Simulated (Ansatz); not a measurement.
Ansatz (a program for electronic structure) input (CCSD(T)/aug-cc-pV(D+d)Z):
A basis named .json is the Basis Set Exchange file of that set.

Ansatz 0.2 input:
```yaml
crystal:
  periodic: [false, false, false]
  atoms:
    - {symbol: Si, position_ang: [1.13022970, -0.82766924, -0.13092360]}
    - {symbol: F, position_ang: [1.51525526, 0.39788494, 0.78995757]}
    - {symbol: N, position_ang: [-0.44746849, -0.21852128, -0.90991606]}
    - {symbol: Si, position_ang: [-1.60743536, 0.74738889, 0.23949531]}
    - {symbol: H, position_ang: [0.72314462, -1.99893227, 0.64558561]}
    - {symbol: H, position_ang: [2.08529753, -1.01807912, -1.22263115]}
    - {symbol: H, position_ang: [-0.22957059, 0.37074579, -1.71827654]}
    - {symbol: H, position_ang: [-2.88473206, 0.73656555, -0.48420093]}
    - {symbol: H, position_ang: [-0.96364517, 2.05921857, 0.34786651]}
    - {symbol: H, position_ang: [-1.59284726, -0.06026130, 1.46527192]}
    - {symbol: H, position_ang: [-0.96178554, -1.01664778, -1.29382495]}
basis:
  gaussian:
    orbitals: aug-cc-pV_D+d_Z.json
total_charge: 1
magnetization: {spin_polarized: false}
correlation: {method: ccsd_t, electrons: outside_noble_gas}
output: {forces: true}
```

End of the output:

```
mean field -20020.21363482 eV, -735.7292808915 hartree, gradient 2.7e-6 eV, S^2 0.000000; 0 other end points of the search recorded, 0 dependent functions left out
12 core orbitals not correlated
reference -20020.21363482 eV, -735.7292808915 hartree; 13, 13 occupied and 148, 148 virtual orbitals, 1716 factors
densities: 3.60 GiB planned
second order -16.10828875 eV of doubles, -0.00000000 eV of singles
coupled cluster: 1.83 GiB planned
cycle   1  -16.92595528 eV  change   -8.2e-1 eV  update   9.8e-2
cycle   2  -17.40181966 eV  change   -4.8e-1 eV  update   2.9e-2
cycle   3  -17.51564452 eV  change   -1.1e-1 eV  update   1.4e-2
cycle   4  -17.51147079 eV  change    4.2e-3 eV  update   2.9e-3
cycle   5  -17.51016442 eV  change    1.3e-3 eV  update   1.1e-3
cycle   6  -17.51053815 eV  change   -3.7e-4 eV  update   3.0e-4
cycle   7  -17.51048881 eV  change    4.9e-5 eV  update   1.1e-4
cycle   8  -17.51043341 eV  change    5.5e-5 eV  update   3.1e-5
cycle   9  -17.51043172 eV  change    1.7e-6 eV  update   1.1e-5
perturbative correction -0.44604718 eV, -0.0163919315 hartree
the calculation of the forces begins
Total energy: -20038.17011372 eV, -736.3891693197 hartree
Atom 0 at     1.130230    -0.827669    -0.130924 Å, force     0.079404    -0.820143    -0.399217 eV/Å
Atom 1 at     1.515255     0.397885     0.789958 Å, force     0.181300     0.796469     0.574215 eV/Å
Atom 2 at    -0.447468    -0.218521    -0.909916 Å, force     0.031918     0.028913     0.055366 eV/Å
Atom 3 at    -1.607435     0.747389     0.239495 Å, force    -0.183004     0.168308     0.194479 eV/Å
Atom 4 at     0.723145    -1.998932     0.645586 Å, force    -0.043170    -0.102391     0.066435 eV/Å
Atom 5 at     2.085298    -1.018079    -1.222631 Å, force     0.076893    -0.020570    -0.092620 eV/Å
Atom 6 at    -0.229571     0.370746    -1.718277 Å, force     0.061988     0.173147    -0.296538 eV/Å
Atom 7 at    -2.884732     0.736566    -0.484201 Å, force    -0.114506    -0.003931    -0.064613 eV/Å
Atom 8 at    -0.963645     2.059219     0.347867 Å, force     0.064459     0.124170     0.008645 eV/Å
Atom 9 at    -1.592847    -0.060261     1.465272 Å, force     0.015007    -0.082438     0.119139 eV/Å
Atom 10 at    -0.961786    -1.016648    -1.293825 Å, force    -0.170288    -0.261533    -0.165290 eV/Å
Dipole moment:    -0.459190    -0.308764    -0.641256 e Å
```

It need not be the lowest isomer of its formula.
